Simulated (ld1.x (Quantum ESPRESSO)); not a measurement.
# Au (Z = 79), PAW: configuration errors across variants

| Property | Result |
| --- | --- |
| Element | gold (Au) |
| Generator | ld1.x (Quantum ESPRESSO) 7.5 |
| Type | PAW |
| Functional | LDA (PZ) |
| Relativity | scalar-relativistic |
| Frozen core | [Xe] 4f14 |
| Valence charge | 11 |
| Reference configuration | 5d10 6s0.5 6p0.5 |
| Partial waves | 6s (bound): rcut 1.95, rcutus 2.25 bohr; 6s channel at 3.1 Ry: rcut 1.95, rcutus 2.25 bohr; 6p (bound): rcut 2.00, rcutus 2.70 bohr; 6p channel at 1.6 Ry: rcut 2.00, rcutus 2.70 bohr; 5d (bound): rcut 2.15, rcutus 2.45 bohr; 5d channel at -0.1 Ry: rcut 2.15, rcutus 2.45 bohr |
| Local potential | all-electron potential smoothed inside 2.25 bohr (lloc = -1) |
| Core correction | Bessel-smoothed model core, default radius (core density twice the valence density) |
| Augmentation charge | PSQ, inside the norm-conserving radii |

All-electron excitation energies from the reference (eV): (1) 5d10 6s1 6p0 -2.640; (2) 5d10 6s0 6p0 7.134; (3) 5d9 6s0 6p0 28.635; (4) 5d7 6s0 6p0 110.800; (5) 5d10 6s0.5 6p0 1.307; (6) 5d9 6s1 6p0 9.734; (7) 5d9 6s2 6p0 -1.039; (8) 5d10 6s0.5 6p0.5 spin -0.110; (9) 5d10 6s1 6p0 spin -2.774.

Spin tests fill each open shell by Hund’s rule, majority spin first.

The default core radius of the base comes out at 1.02 bohr.

4 further variants failed, have other tests or another functional or relativity, and are left out.

A true bound ghost makes a file unfit for plane-wave use even where its test errors are small: the radial tests pick states by their node count and pass the ghost by.

Errors AE − PS in meV (a dash: test not solved or not reliable):

```tsv
change	(1)	(2)	(3)	(4)	(5)	(6)	(7)	(8)	(9)	bound ghosts
base	+0.8	-3.6	-40	-757	-0.8	-27	-27	-0.2	+0.5	none
local potential all-electron potential smoothed inside 1.58 bohr (lloc = -1)	–	–	–	–	–	–	–	–	–	s, d, p
waves 5d (bound): rcut 1.92, rcutus 2.04 bohr; 5d channel at -0.1 Ry: rcut 1.92, rcutus 2.04 bohr	+0.7	-3.6	-35	-603	-0.8	-21	-17	-0.2	+0.5	none
type TM; waves now 6p (bound): rc 2.70 bohr; 5d (bound): rc 2.45 bohr; 6s (bound): rc 2.25 bohr; local potential the s channel	0.0	-8.3	-66	-837	-1.4	-44	-55	0.0	-0.5	none
core correction a·sin(br)/r model core, default radius (ld1.x builds one for every PAW set, though the input has nlcc=.false.)	+0.8	-3.3	-45	-793	-0.8	-29	-27	-0.1	+0.5	none
```

Q: Give the same row for: wave 6s channel at 3.1 Ry: rcut 1.95, rcutus 2.25 bohr becomes 6s channel at 0.78 Ry: rcut 1.95, rcutus 2.25 bohr.

A: +0.8, -3.6, -40, -757, -0.8, -28, -27, -0.1, +0.5; bound ghosts: none.
